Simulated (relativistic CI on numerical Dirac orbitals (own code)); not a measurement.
## Sensitivity of the levels of Zr I to α and to the nuclear radius

Method of calculation: Dirac-Coulomb-Breit CI, KLI orbitals optimised for each configuration, valence Slater integrals scaled by 0.85, P86 correlation energy added to each configuration, derivatives by finite differences, QED left out (own radial code, finite nucleus).

CI space (outside the closed core [Kr]): 4d²5s², 4d³5s, 4d²5s5p, 4d³5p, 4d⁴, 4d²5p², 4d5s²5p, 4d²5s5d. Levels of other configurations are missing.

With x = (α/α₀)² − 1 an excitation energy changes as ω = ω₀ + qx; K = 2q/ω₀ is the relative enhancement. Terms are leading LS components, so labels can repeat. The field-shift factor is F = δν/δ⟨r²⟩ for the transition from the lowest level.

Lowest level 4d²5s² ³F2.

```tsv
Level	ω₀ (cm⁻¹)	q (cm⁻¹)	K	F (GHz/fm²)
4d²5s² ³F3	500.3	488.8	1.95	0.0167
4d²5s² ³F4	1104.3	1033	1.87	0.0352
4d³5s ⁵F1	3361.6	3359	2	-1.61
4d²5s² ³P0	3375.8	676.1	0.401	-0.0967
4d³5s ⁵F2	3479.2	3464	1.99	-1.6
4d²5s² ³P1	3516.1	819.3	0.466	-0.0961
4d²5s² ³P2	3634.4	793.3	0.437	-0.0854
4d³5s ⁵F3	3654.6	3625	1.98	-1.6
4d³5s ⁵F4	3885.0	3829	1.97	-1.59
4d³5s ⁵F5	4167.6	4075	1.96	-1.58
4d²5s² ¹D2	4846.4	1002	0.413	-0.00137
4d²5s² ¹G4	7883.0	900	0.228	-0.134
4d³5s ⁵P1	10241.2	3453	0.674	-1.54
4d³5s ⁵P2	10364.4	3557	0.686	-1.53
4d³5s ⁵P3	10560.2	3742	0.709	-1.53
4d²5s5p ⁵G°2	11337.8	205	0.0362	-1.01
4d³5s ³F2	11387.2	4130	0.725	-2.25
4d³5s ³F3	11657.7	4284	0.735	-2.2
4d²5s5p ⁵G°3	11674.5	583.4	0.0999	-1.02
4d³5s ³F4	12016.8	4370	0.727	-2.08
4d²5s5p ⁵G°4	12108.8	1050	0.173	-1.02
4d³5s ³G3	12223.8	3799	0.622	-1.75
4d³5s ³G4	12402.4	4173	0.673	-1.84
```

For a near-neutral ion this model can misplace configurations by up to about 10,000 cm⁻¹ (more where the count of f electrons changes) and terms by 10 to 25 % of their spread. Rates follow the energies as ν³ (E1, M1) or ν⁵ (E2), so they and the lifetimes can be off by large factors. The fine structure of a lone outer electron comes out too small, for d and f at times inverted, and misplaced configurations move strength between like terms.
